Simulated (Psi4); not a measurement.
A dimer, F4Si ··· O2S (SMILES F[Si](F)(F)F and O=S=O), singlet; the first 5 atoms form monomer A.

```
8

F      1.5153    -0.2557    -0.3094
Si     0.0000     0.0000     0.0000
F     -0.2434     1.5361     0.1969
F     -0.8718    -0.5158    -1.1963
F     -0.4001    -0.7646     1.3088
O      1.5776     0.9194     2.0866
S      2.9980     1.0407     1.8934
O      3.8095     1.5122     2.9837
```

Problem. What interaction energy does SAPT0/jun-cc-pVDZ, frozen core (Psi4) give, and which attractive term is the largest?

Solution. Total -2.04 kJ/mol: electrostatics -36.51, exchange 52.97, induction -6.77, dispersion -11.72. The most attractive term is electrostatics.
